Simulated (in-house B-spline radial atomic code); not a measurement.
**KLI/ALDAx excitations of Br7+**

Method: KLI/ALDAx. Computed with a B-spline radial code for spherical atoms: linear response of the closed shell [Ar] 3d10 with the adiabatic LDA exchange kernel on the exchange-only KLI potential; scalar-relativistic (spin-free one-electron X2C), finite nucleus, no spin-orbit coupling, no double excitations, S, P, D and F terms only. Only terms of natural parity with L up to 3 were computed.

Command:
```bash
python run_td.py task.json out
```
Settings (radii: box in bohr, nucleus in fm):
```
Z                        35
electrons                28
configuration            [Ar] 3d10
hamiltonian              x2c
method                   kli
box_radius               12.81
rms_radius               4.1629
intervals                102
```

Cost of the run: 1.1 s on 1 thread of Arm Neoverse V2, on a shared host.

The lowest states, in the order of their Tamm-Dancoff energies; the method's threshold (minus the highest occupied level) is 194.94 eV. Labels give the largest channel, * marks a mixed state, and oscillator strengths are full-response dipole values. Semilocal kernels can invert the small singlet-triplet splittings of Rydberg terms. Energies in eV:

| state | full response | Tamm-Dancoff | oscillator strength |
| --- | --- | --- | --- |
| 3d → 4s 3D | ? | ? | - |
| 3d → 4s 1D | 69.96 | 69.97 | - |
| 3d → 4p 3P | 86.55 | 86.58 | - |
| 3d → 4p 3F | 86.96 | 86.97 | - |
| 3d → 4p 1F | 87.67 | 87.68 | - |
| 3d → 4p 1P | 88.97 | 89.06 | 0.568 |
| 3d → 4d 3S | 112.90 | 112.95 | - |
| 3d → 4d 3D | ? | ? | - |
| 3d → 4d 1D | 115.51 | 115.53 | - |
| 3d → 4d 1S | 122.43 | 123.39 | - |
| 3d → 5s 3D | 129.92 | 129.92 | - |
| 3d → 5s 1D | 130.18 | 130.18 | - |

(1) Where does 3d → 4d 3D lie?

(2) Where does 3d → 4s 3D lie?

(3) How large is the singlet-triplet splitting of 3d → 4s (D terms) in Tamm-Dancoff?

(4) What polarisabilities and dispersion coefficient does the method give?

## Answers

(1) At 114.49 eV in full response, 114.50 eV in Tamm-Dancoff.

(2) At 69.04 eV in full response, 69.05 eV in Tamm-Dancoff.

(3) 0.923 eV, from the unrounded values.

(4) Dipole 0.2671 bohr³, quadrupole 0.2037 bohr⁵, C6 0.3452 hartree·bohr⁶ for two such species.
